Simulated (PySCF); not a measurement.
Compound: C5H11NSi2.
SMILES with atom numbers: `[CH:1]#[C:2][CH2:3][C@@H:4]1[CH2:5][SiH2:6][Si@H:7]1[NH2:8]`

Geometry (GFN2-xTB, Å), atoms numbered from 1 in this order:
```xyz
19
C5H11NSi2 angstrom
C      3.633    0.300   -0.556
C      2.540   -0.131   -0.787
C      1.192   -0.603   -1.025
C      0.177    0.175   -0.189
C      0.379    0.001    1.337
Si    -1.441   -0.110    1.947
Si    -1.670   -0.360   -0.360
N     -2.488    0.686   -1.468
H      4.597    0.665   -0.366
H      1.136   -1.668   -0.778
H      0.958   -0.489   -2.088
H      0.289    1.236   -0.440
H      0.993    0.791    1.766
H      0.908   -0.934    1.533
H     -1.890    1.132    2.598
H     -1.664   -1.178    2.930
H     -1.861   -1.682   -0.974
H     -2.345    1.681   -1.394
H     -3.451    0.499   -1.691
```

NICS = −σ at a ghost point: NICS(0) at the centroid of the ring atoms, NICS(1) 1 Å to either side along the normal of their mean plane, zz for the tensor component along that normal. Level: GIAO PBE0/pcSseg-1 (PySCF, non-relativistic, gas phase) on the GFN2-xTB geometry, one conformer.

Ring bond lengths (Å), with Mayer bond orders in brackets: C4–C5 1.549 (0.97), C5–Si6 1.922 (0.91), Si6–Si7 2.331 (0.86), Si7–C4 1.931 (0.84).

Question: What do the NICS probes read (ppm)?

Answer: 
```
         ring                                                type  NICS(0)  NICS(1), two faces  NICS(1)zz, two faces  rms pucker (Å)  centre to ring atoms, mean (Å)
C4–C5–Si6–Si7  4-membered ring with 2 Si; formal bonds all single      0.0         -1.1 / -1.8             4.9 / 3.5            0.10                            1.36
```

Question: What can be read from them?

Answer: 
- C4–C5–Si6–Si7: mean NICS(1)zz 4.2 ppm, deshielded. C4, C5, Si6, Si7 have four or more neighbours; no verdict on aromaticity is drawn.

Question: At the first NICS(1) probe listed for ring C4–C5–Si6–Si7, 1 Å off the ring, how large is the induced field along the normal in 11.7 T applied along it?

Answer: NICSzz × B0 = 4.9 ppm × 11.7 T = 57 μT, along the applied field.

Question: What are the shieldings of the ring atoms and their hydrogens in the same run (means over atoms taken as equivalent)?

Answer: 
```json
{"atoms": "C4", "environment": "sp3 carbon bound to silicon", "σ isotropic (ppm)": "148.2"}
{"atoms": "C5", "environment": "sp3 carbon bound to silicon", "σ isotropic (ppm)": "176.2"}
{"atoms": "Si6", "environment": "SiH2 silicon", "σ isotropic (ppm)": "410.0"}
{"atoms": "Si7", "environment": "SiH silicon", "σ isotropic (ppm)": "349.6"}
{"atoms": "H12", "environment": "methine hydrogen", "σ isotropic (ppm)": "29.64"}
{"atoms": "H13", "environment": "methylene hydrogen", "σ isotropic (ppm)": "29.78"}
{"atoms": "H14", "environment": "methylene hydrogen", "σ isotropic (ppm)": "30.98"}
{"atoms": "H15", "environment": "Si–H hydrogen", "σ isotropic (ppm)": "27.33"}
{"atoms": "H16", "environment": "Si–H hydrogen", "σ isotropic (ppm)": "27.31"}
{"atoms": "H17", "environment": "Si–H hydrogen", "σ isotropic (ppm)": "26.48"}
```
